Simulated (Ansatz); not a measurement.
A structure relaxed at PBE0-D4/def2-TZVP, charge 0, multiplicity 1:

```xyz
13

Si    1.356   -0.584   -1.673
C    -0.161   -0.367   -0.574
O     0.055    0.730    0.291
C    -0.993    0.980    1.169
S    -1.246   -0.277    2.461
H     1.102   -1.731   -2.586
H     2.555   -0.870   -0.844
H     1.594    0.640   -2.481
H    -1.057   -0.199   -1.193
H    -0.339   -1.285    0.004
H    -0.791    1.941    1.640
H    -1.956    1.031    0.644
H    -0.120   -0.008    3.141
```

Question: Give its formula and SMILES.

Answer: C2H8OSSi, `[SiH3]COCS`.

Question: Point group (tolerance 0.08 Å, 0.16 Å for H)?

Answer: C1.

Question: Summarise the bond lengths by kind.

Answer: 1 × C–Si 1.886 Å; 3 × H–Si 1.485 to 1.488 Å; 2 × C–O 1.390 to 1.415 Å; 4 × C–H 1.089 to 1.101 Å; 1 × C–S 1.820 Å; 1 × H–S 1.343 Å.

Results of the Gaussian-basis code of Ansatz.
